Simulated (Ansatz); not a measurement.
Consider the cleavage of the Al–B bond: `[CH3][GeH2][BH][AlH2]` + `OC[SiH](F)F` → `F[SiH](F)C[O][AlH2]` + `[BH2][GeH2][CH3]`.

Program: Ansatz. Geometries: PBE0-D4/def2-TZVP. ΔE: electronic, gas phase. CCSD(T)/CBS is the MP2 limit (def2-TZVPP, def2-QZVPP) plus CCSD(T) − MP2 in def2-TZVPP, frozen cores. For Ge outer-core shells are correlated without core-valence functions, which leaves a few kJ/mol of doubt a bond. Scalar relativity is left out up to krypton. One conformer a species, not always the lowest.

```
                species  HF/def2-TZVPP energy (Eh)
`[CH3][GeH2][BH][AlH2]`                -2384.46909
          `OC[SiH](F)F`                 -603.15426
  `F[SiH](F)C[O][AlH2]`                 -845.70543
     `[BH2][GeH2][CH3]`                -2141.98346
```

Task: Work out ΔE.

Result: ΔE = (-845.70543) + (-2141.98346) − (-2384.46909) − (-603.15426) = -0.06554 Eh = -172.1 kJ/mol. CCSD(T)/CBS gives -156.4 kJ/mol.

Largest T1 diagnostic among the species: 0.013.

In def2-TZVPP, CCSD(T) changes the Hartree–Fock value by +15.2 kJ/mol (the triples alone add +1.8 kJ/mol) and MP2 by +4.5 kJ/mol. From PBE to PBE0 (25 % exact exchange), in def2-TZVPP and without D4, ΔE moves by −5.0 kJ/mol.
